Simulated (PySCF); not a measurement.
C2H3Cl2FSi, SMILES FC([SiH3])=C(Cl)Cl. Atoms are numbered in the order given.

```xyz
9

F      1.9967     0.4537     0.0000
C      0.6552     0.5609     0.0000
Si    -0.0566     2.3211     0.0000
C     -0.0739    -0.5701     0.0000
Cl     0.6324    -2.1438     0.0000
Cl    -1.8088    -0.4938     0.0000
H     -0.8881     2.5354     1.2152
H     -0.8881     2.5354    -1.2152
H      1.1086     3.2449     0.0000
```
Charge 0, spin multiplicity 1.

The structure is a stationary point at B3LYP-D3(BJ)/def2-SVP. The structure was generated by enumeration, and PubChem lists no compound with its InChIKey, so it may never have been made.

All values below come from SMD-PBE0/def2-SVP (PySCF).

Solvation free energies are E(SMD) − E(gas) at the gas-phase geometry, for 1 M in both phases. In vacuum the dipole moment is 1.22 D.

### Question
Estimate the solvation free energies in water, 2-propanol, methanol. (The exact figures need the calculation; the answer reports its results.)

### Answer

```json
[
 {"solvent": "water", "ΔG(solv) (kcal/mol)": "3.0", "its non-electrostatic (CDS) part": "4.1", "dipole (D)": "1.59"},
 {"solvent": "2-propanol", "ΔG(solv) (kcal/mol)": "-1.8", "its non-electrostatic (CDS) part": "-0.8", "dipole (D)": "1.57"},
 {"solvent": "methanol", "ΔG(solv) (kcal/mol)": "-1.6", "its non-electrostatic (CDS) part": "-0.5", "dipole (D)": "1.58"}
]
```
